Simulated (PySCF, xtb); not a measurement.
CCl3, SMILES Cl[C](Cl)Cl, multiplicity 2.

The structure is a stationary point at PBE0-D3(BJ)/def2-SVP. The isomer is the one that the SMILES or the coordinates give; other isomers of the formula were not compared.

The numbers are results of C-PCM-B3LYP/def2-SVP (PySCF), not measurements.

The values are the electrostatic part of the solvation free energy, E(continuum) − E(gas) at the gas-phase geometry, in a cavity of scaled van der Waals radii (PySCF's table); cavitation and dispersion terms are not included. The dipole moment in vacuum is 0.25 D.

Computed values in water (ε = 78.36), toluene (ε = 2.37), benzene (ε = 2.27):
```
solvent      ε  ΔG(elec) (kcal/mol)  dipole (D)
-------  -----  -------------------  ----------
water    78.36                 -0.5        0.30
toluene   2.37                 -0.3        0.28
benzene   2.27                 -0.3        0.28
```

For comparison, GFN2-xTB/ALPB(water) (xtb, at the GFN2-xTB geometry, all terms of that model) gives 0.2 kcal/mol.
